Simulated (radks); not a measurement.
Values are calculated unless marked as measured or tabulated.
Task: The mean radii <r> (bohr) of the occupied orbitals of an atom or ion are listed with their occupations. Level of theory: scalar-relativistic Kohn-Sham, PBE, spin-polarised, spherical densities, finite nucleus; Fermi nuclear charge, rms radius of each element as measured or else 0.836 A^(1/3) + 0.57 fm (a radial shooting solver on a logarithmic mesh with Libxc functionals).

| orbital | occ. | <r> |
|---|---|---|
| 1s down | 1 | 0.02001 |
| 1s up | 1 | 0.02001 |
| 2s up | 1 | 0.08488 |
| 2s down | 1 | 0.08488 |
| 2p up | 3 | 0.07541 |
| 2p down | 3 | 0.07541 |
| 3s up | 1 | 0.2210 |
| 3s down | 1 | 0.2208 |
| 3p up | 3 | 0.2203 |
| 3p down | 3 | 0.2200 |
| 3d up | 5 | 0.1999 |
| 3d down | 5 | 0.1996 |
| 4s up | 1 | 0.4918 |
| 4s down | 1 | 0.4921 |
| 4p up | 3 | 0.5184 |
| 4p down | 3 | 0.5189 |
| 4d up | 5 | 0.5486 |
| 4d down | 5 | 0.5497 |
| 4f up | 7 | 0.5902 |
| 4f down | 1 | 0.5946 |

Name the element and its charge. Open shells, if any, are filled with parallel spins first.

Result: Z = 69, thulium, charge +15: Tm15+ in [Kr] 4d10 4f8. The 1s radius gives Z: for a bare nucleus <r> = (2 gamma + 1)/(2Z) with gamma = sqrt(1 - (Z/c)^2), 0.01977 bohr for Z = 69, and screening makes it slightly larger (0.02001 here). The occupations add up to 54, and the charge is Z minus that.
